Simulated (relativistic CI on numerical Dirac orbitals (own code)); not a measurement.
# Hyperfine structure of Sc XVII, mass number 45

Computed by Dirac-Coulomb-Breit CI, orbitals from a KLI potential per configuration, model QED (radiative potential, 1s self-energy scaled to tabulated hydrogen-like ionisation energies), unscaled Slater integrals (own radial code, finite nucleus).

Configuration list (outside the closed core 1s2): 2s2 2p, 2s 2p2, 2p3, 2p2 3s, 2p2 3p, 2p2 3d, 2s2 3s, 2s2 3p, 2s2 3d, 2s 2p 3s, 2s 2p 3p, 2s 2p 3d, 2s2 4s, 2s2 4p, 2s2 4d, 2s2 4f. Levels of other configurations are missing.

Nuclear spin I = 7/2, μ = 4.754 μN, Q = -0.22 b (tables of Stone and Pyykkö). The electronic factors are computed for point nuclear moments, without core polarisation or the Bohr-Weisskopf and QED corrections.

| Level | E (cm⁻¹) | A (GHz) | B (GHz) |
| --- | --- | --- | --- |
| 2s2 2p 2P°_1/2 | 0 | 103.2 |  |
| 2s2 2p 2P°_3/2 | 45499 | 20.6 | -5.85 |
| 2s 2p2 4P_1/2 | 284495 | 184.1 |  |
| 2s 2p2 4P_3/2 | 302898 | 83.84 | -4.78 |
| 2s 2p2 4P_5/2 | 325453 | 87.62 | 5.87 |
| 2s 2p2 2D_3/2 | 521251 | -18.68 | -8.19 |
| 2s 2p2 2D_5/2 | 524984 | 96.02 | -11.8 |
| 2s 2p2 2S_1/2 | 640164 | 206.8 |  |

Levels with J = 0, under 50 % of one LS term, or S terms without an open s electron are left out. Small factors come from cancelling terms and can be off by tens of per cent or more.

At this charge energies of transitions that change n are usually good to better than 1 %, and those within a shell (Δn = 0) to a few per cent.

Task: Give the hyperfine levels of 2s2 2p 2P°_1/2 relative to its centre of gravity.

Result: With K = F(F + 1) − I(I + 1) − J(J + 1), E = AK/2: F = 3: -232.2, F = 4: 180.6 GHz.

LS names give the leading component of a level, which can be under half, so a name can repeat, a term be missing and a line seem to break the LS rules.
